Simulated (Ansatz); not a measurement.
One geometry of the cluster La4⁺, several levels of theory.

```yaml
crystal:
  periodic: [false, false, false]
  atoms:
    - {symbol: La, position_ang: [-1.638972, -1.349468, -0.505020]}
    - {symbol: La, position_ang: [1.470554, -1.060939, 1.117668]}
    - {symbol: La, position_ang: [0.878277, 0.810281, -1.826205]}
    - {symbol: La, position_ang: [-0.709869, 1.600127, 1.213557]}
basis:
  gaussian: {orbitals: def2-TZVP, initial_orbitals: start.molden}
total_charge: 1
magnetization: {spin_polarized: true, initial_magnetization: 1}
hamiltonian: {xc: {name: BHLYP}, dispersion: d4}
scf: {omitted_lower_state_checks: [starts]}
output: {orbitals: {seedname: orbitals}}
```

The file start.molden holds the orbitals of an earlier run on this structure, at another level or in another basis.

```sh
$ ansatz run in.yaml --threads 4 --pin off --events-out ev --progress --plain --max-ram 3916MiB
```

Shortened log:

```
Functional definition: BHLYP
1612 factors; their error is unknown
mean field evaluation 1: about -3418.2126 eV, gradient 3.9e0 eV
mean field evaluation 2: about -3418.2760 eV, gradient 1.9e-1 eV
mean field evaluation 4: about -3418.3613 eV, gradient 6.1e-2 eV
mean field evaluation 8: about -3418.3616 eV, gradient 3.1e-3 eV
mean field evaluation 16: about -3418.3616 eV, gradient 6.7e-6 eV
mean field -3418.36164539 eV, -125.6224734195 hartree, gradient 6.7e-6 eV, S^2 3.174427; 0 other end points of the search recorded, 0 dependent functions left out
reference -3418.36179773 eV, -125.6224790176 hartree; 22, 21 occupied and 138, 139 virtual orbitals, 1612 factors
Total energy: -3418.75212975 eV, -125.6368234550 hartree
Checks for a lower state left out: starts
```

Run time 33 s (4 threads of Arm Neoverse V2 on a shared host), peak host memory 0.87 GiB.

As the first input, with `hamiltonian: {xc: pbe, dispersion: d4}`, `output: {forces: true, orbitals: {seedname: orbitals}}` (abridged; 25 s):

```
Functional definition: PBE
mean field evaluation 16: about -3431.3323 eV, gradient 5.5e-5 eV
mean field -3431.33234206 eV, -126.0991377303 hartree, gradient 3.1e-6 eV, S^2 2.956193
Total energy: -3431.44877760 eV, -126.1034166572 hartree
Atom 0 force     0.176189     0.150442     0.099048 eV/Å
Atom 1 force    -0.048129    -0.029715    -0.185164 eV/Å
Atom 2 force    -0.040811    -0.097480     0.202524 eV/Å
Atom 3 force    -0.087249    -0.023248    -0.116409 eV/Å
Dipole moment:     0.014492     0.001049    -0.037450 e Å
Checks for a lower state left out: starts
```

As the first input, with `hamiltonian: {xc: pbe0, dispersion: d4}` (abridged; 35 s):

```
Functional definition: PBE0
mean field evaluation 16: about -3428.4853 eV, gradient 3.8e-2 eV
mean field -3428.48551672 eV, -125.9945188284 hartree, gradient 7.9e-6 eV, S^2 3.458820
Total energy: -3428.58636430 eV, -125.9982249089 hartree
Checks for a lower state left out: starts
```

The first input with `hamiltonian: {xc: {name: r2SCANh}, dispersion: d4}` (abridged; 59 s):

```
Functional definition: r2SCANh
mean field evaluation 16: about -3429.1760 eV, gradient 4.3e-6 eV
mean field -3429.17595389 eV, -126.0198919264 hartree, gradient 4.3e-6 eV, S^2 3.970552
Total energy: -3429.19679853 eV, -126.0206579528 hartree
Checks for a lower state left out: starts
```

First input, but with `hamiltonian: {xc: r2scan, dispersion: d4}` (abridged; 55 s):

```
Functional definition: r2SCAN
mean field evaluation 16: about -3430.5628 eV, gradient 3.8e-6 eV
mean field -3430.56280641 eV, -126.0708578165 hartree, gradient 3.8e-6 eV, S^2 3.948088
Total energy: -3430.57881815 eV, -126.0714462373 hartree
Checks for a lower state left out: starts
```

As the first input, with `gaussian: {orbitals: def2-SVP, initial_orbitals: start.molden}`, `correlation: {method: ccsd_t}`, `scf: {omitted_lower_state_checks: [starts, cluster_reference]}` and without the key `hamiltonian` (abridged; 4.2 min):

```
Functional definition: HF
mean field evaluation 16: about -3381.5767 eV, gradient 2.0e-2 eV
mean field evaluation 32: about -3381.5770 eV, gradient 2.4e-5 eV
mean field -3381.57696664 eV, -124.2706614087 hartree, gradient 3.4e-7 eV, S^2 4.579795
second order -17.85981344 eV of doubles, -0.00000000 eV of singles
cycle   1  -16.85903156 eV  change     1.0e0 eV  update   2.6e-1
cycle   2  -17.74303389 eV  change   -8.8e-1 eV  update   1.0e-1
cycle   3  -18.06892503 eV  change   -3.3e-1 eV  update   8.9e-2
cycle   4  -18.11958362 eV  change   -5.1e-2 eV  update   5.1e-2
cycle   5  -18.15313544 eV  change   -3.4e-2 eV  update   3.6e-2
cycle   6  -18.20125163 eV  change   -4.8e-2 eV  update   2.4e-2
cycle   7  -18.22449970 eV  change   -2.3e-2 eV  update   1.9e-2
cycle   8  -18.24719780 eV  change   -2.3e-2 eV  update   1.5e-2
cycle   9  -18.26710294 eV  change   -2.0e-2 eV  update   1.2e-2
[...]
cycle  28  -18.29816694 eV  change   -1.8e-5 eV  update   1.2e-4
cycle  29  -18.29817414 eV  change   -7.2e-6 eV  update   8.8e-5
cycle  30  -18.29820626 eV  change   -3.2e-5 eV  update   7.3e-5
cycle  31  -18.29821856 eV  change   -1.2e-5 eV  update   6.0e-5
cycle  32  -18.29824401 eV  change   -2.5e-5 eV  update   4.8e-5
cycle  33  -18.29828575 eV  change   -4.2e-5 eV  update   4.0e-5
cycle  34  -18.29831230 eV  change   -2.7e-5 eV  update   3.1e-5
cycle  35  -18.29835056 eV  change   -3.8e-5 eV  update   2.6e-5
cycle  36  -18.29837605 eV  change   -2.5e-5 eV  update   2.0e-5
cycle  37  -18.29839386 eV  change   -1.8e-5 eV  update   1.6e-5
perturbative correction -1.41699652 eV, -0.0520736615 hartree
WARN: the results are in doubt because among natural orbitals the method converges to other amplitudes
Total energy: -3401.29235701 eV, -124.9951886414 hartree
In doubt: among natural orbitals the method converges to other amplitudes
Checks for a lower state left out: starts, cluster_reference
```

Geometry: r2SCAN-D4/def2-SVP.

In the def2 sets La takes a core potential; there is no spin–orbit coupling. Correlated methods freeze no core orbitals; core or outer-core shells of La are correlated, in sets that lack core-valence functions. At BHLYP-D4/def2-TZVP, PBE-D4/def2-TZVP, PBE0-D4/def2-TZVP, r2SCANh-D4/def2-TZVP and others the charge 1 doublet is spin-contaminated (final ⟨S²⟩ up to 4.58, 0.75 for a pure state). At CCSD(T)/def2-SVP the program marks the result for the charge 1 doublet as doubtful (other amplitudes). At CCSD(T)/def2-SVP T1 of the charge 1 doublet is large (up to 0.090), so the single-reference result is doubtful. No other spin state of charge 1 was run. The geometry of the doublet was relaxed on an unsound state (⟨S²⟩ 3.75, where a pure state has 0.75). Another isomer (doublet) lies 0.03 eV lower at PBE0-D4/def2-TZVP; other spin states weren't run for this one.
